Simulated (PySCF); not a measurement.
# Polarisability and C₆ of Bi²⁺ (bismuth, charge +2)

[Xe] 4f14 5d10 6s2 6p1, 2P determinant. Calculation: PySCF 2.14, in aug-cc-pV5Z-PP with ECP60MDF (8s8p6d4f3g2h, 139 functions); a scalar-relativistic core potential. Coupled (time-dependent) response in atomic units; α is the mean over directions.

```csv
method,mean α (bohr³),"α xx, yy, zz",C₆ (like pair),S(−4)
PBE,16.05,"14.94, 18.28, 14.94",117.7,67.01
```

S(−4) is the Cauchy moment in α(ω) = α(0) + S(−4) ω² + …

Spin-orbit coupling is absent.

α(iu) at PBE:

```csv
u (hartree),α(iu) (bohr³)
0,16.05
0.0500,15.88
0.100,15.42
0.200,13.86
0.300,12.01
0.500,8.827
0.750,6.290
1.00,4.780
1.50,3.136
2.00,2.259
3.00,1.342
5.00,0.6211
```

A single London oscillator, α(iu) = α/(1 + u²/ω²), gives C₆ = (3/4) ω α². Matching the computed C₆ needs ω = 4 × 117.7 / (3 × 16.05²) = 0.609 hartree.

For an ion, C₆ is the dispersion term alone; charge-induced terms of lower order in 1/R come first.

The components differ because the open shell of this determinant is not spherical; for a pure term their mean is the scalar polarisability.

Energies and moments cover only the electrons outside the core potential. Spin-orbit coupling, absent here, splits the open shell strongly.
